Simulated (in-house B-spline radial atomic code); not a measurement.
Ca²⁺. Computed with a B-spline radial atomic code. Model: all-electron spherical atom, spin shells full or empty, radial basis limit, no spin-orbit coupling, Breit or QED, empty-state partial waves extrapolated as (l+1/2)^-4, RPA, G0W0 and static COHSEX of the highest shell as one setting changes (uncorrelated shells keep exact exchange).

Empty levels are discrete states of a finite basis, so the steps are uneven.

Given: element Ca; charge 2; filled core Ne; hamiltonian one-electron scalar X2C; mean-field start PBE0; highest l of empty states 9; nuclear rms radius 3.4776 fm; lowest nl shells left uncorrelated 3; highest mean-field shell 3p; box radius 17.55 bohr.

Shell: 3s 1 1, 3p 3 3 (electrons up and down).

```tsv
highest empty level kept (hartree)	RPA correlation energy (hartree)	G0W0 level (eV)	G0W0 minus most complete (meV)	COHSEX level (eV)	linearised minus solved G0W0 (meV)
3	-0.28183	-50.069	831.4	-51.61	-11.6
6	-0.3377	-50.353	547.7	-52.387	-12.9
10.5	-0.37907	-50.589	311.6	-53.069	-14.2
18	-0.40807	-50.757	143.5	-53.599	-15.2
30	-0.42166	-50.841	59.3	-53.841	-15.7
54	-0.42815	-50.881	19.6	-53.95	-15.9
90	-0.43009	-50.893	7.7	-53.983	-16
180	-0.43098	-50.898	2.2	-54.003	-16
360	?	?	?	?	?
750	-0.43128	-50.9	0.2	-54.01	-16
1800	?	?	?	?	?
6000	-0.43132	-50.9	0	-54.011	-16
```

Q: What follows for highest empty level kept = 360?

A: RPA correlation energy -0.43119 hartree; G0W0 level -50.899 eV; G0W0 minus most complete 0.9 meV; COHSEX level -54.008 eV; linearised minus solved G0W0 -16 meV.

Q: What follows for highest empty level kept = 1800?

A: RPA correlation energy -0.43131 hartree; G0W0 level -50.9 eV; G0W0 minus most complete 0 meV; COHSEX level -54.011 eV; linearised minus solved G0W0 -16 meV.
